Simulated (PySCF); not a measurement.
# How methods differ on the ionisation energy of P⁺

P⁺ [Ne] 3s2 3p2 (3P) → P²⁺ [Ne] 3s2 3p1 (2P), as a difference of total energies. Computed with PySCF 2.14 in aug-cc-pCVTZ-DK, with scalar relativity by spin-free X2C-1e. Correlated levels: valence and next inner shell: 1s2 frozen. The calculations carry no spin-orbit coupling.

```csv
method,ionisation energy (eV)
UHF,19.151
MP2 (valence and next inner shell),19.626
SCS-MP2 (valence and next inner shell),19.532
CCSD (valence and next inner shell),19.659
CCSD(T) (valence and next inner shell),19.691
```

A first-order spin-orbit estimate (lowest level to lowest level, LS coupling) adds -0.007 eV.

Errors of the correlated levels include the incompleteness of this basis and the frozen core.

Problem. Which method comes closest to the reference value, and which is furthest?

Solution. The reference is 19.769 eV (semi-empirical (NIST evaluation); NIST Atomic Spectra Database, ionization energies). Closest: CCSD(T) (valence and next inner shell) (error -0.085 eV); furthest: UHF (error -0.625 eV), both after the spin-orbit estimate.
